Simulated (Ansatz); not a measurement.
Reaction R1 → 2 P1, each structure at its B3LYP-D3(BJ)/def2-TZVP stationary point, reached from a drawn start (curvature not checked).
P1: S atom, charge 0, multiplicity 3.
R1: S2 (SMILES S=S), charge 0, multiplicity 3.

P less R. No zero-point or thermal terms; open shells are unrestricted; no spin–orbit coupling.

Run with Ansatz (Gaussian basis) for Hartree–Fock, density functionals and correlated methods. All values are computed, each at the level named.

Q: Predict the reaction energy from BLYP/def2-TZVPP.

A: 107.4 kcal/mol

Q: What reaction energy does SVWN5/def2-TZVPP give?

A: 135.0 kcal/mol

Q: Predict the reaction energy from B97M-V/def2-TZVPP.

A: 109.0 kcal/mol

Ansatz is a program for electronic structure.
